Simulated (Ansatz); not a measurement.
Program: Ansatz. Geometries: PBE0-D4/def2-TZVP. ΔE: electronic, gas phase. CCSD(T)/CBS adds triple-zeta CCSD(T) − MP2 to the extrapolated MP2 energy (def2 sets, frozen cores). Functionals use def2-TZVPP. B3LYP here is the variant with VWN-RPA as its local correlation; programs differ in this. One conformer a species, not always the lowest.

`CB(N)[SiH2]Cl` + `C=C[SiH](N)Cl` → `C=C[SiH](Cl)N[SiH2]Cl` + `CBN`  (cleavage of the Si–B bond)

| level | ΔE (kJ/mol) | difference from CCSD(T)/CBS |
| --- | --- | --- |
| PBE-D4 | -64.7 | 16.9 |
| r2SCAN-D4 | -77.2 | 4.4 |
| PBE0-D4 | -71.3 | 10.3 |
| B3LYP-D4 | -80.9 | 0.7 |
| ωB97X-V | -78.8 | 2.8 |
| ωB97M-V | -83.4 | -1.8 |
| B2PLYP | -81.9 | -0.3 |
| PBE | -61.3 | 20.3 |
| r2SCAN | -75.9 | 5.7 |
| PBE0 | -68.0 | 13.6 |
| B3LYP | -75.9 | 5.7 |
| HF/def2-TZVPP | -93.4 | -11.8 |
| MP2/def2-TZVPP | -89.3 | -7.7 |
| SCS-MP2/def2-TZVPP | -89.6 | -8.0 |
| CCSD/def2-TZVPP | -83.5 | -1.9 |
| CCSD(T)/def2-TZVPP | -82.2 | -0.6 |
| HF/def2-QZVPP | -94.8 | -13.2 |
| MP2/def2-QZVPP | -89.5 | -7.9 |
| SCS-MP2/def2-QZVPP | -89.7 | -8.1 |
| HF/CBS(def2) | -95.0 | -13.4 |
| MP2/CBS(def2) | -88.7 | -7.1 |
| CCSD/CBS(def2) | -82.9 | -1.3 |
| CCSD(T)/CBS | -81.6 | 0 |

Largest T1 diagnostic among the species: 0.011.

From PBE to PBE0 (25 % exact exchange), in def2-TZVPP and without D4, ΔE moves by −6.7 kJ/mol. In def2-TZVPP, CCSD(T) changes the Hartree–Fock value by +11.2 kJ/mol (the triples alone add +1.3 kJ/mol) and MP2 by +4.1 kJ/mol. The D4 term adds −5.0 kJ/mol with B3LYP and −3.3 kJ/mol with PBE0; it sums over pairs of atoms, weighted by their polarisabilities, and B3LYP, whose exchange is more repulsive, gets the larger term.
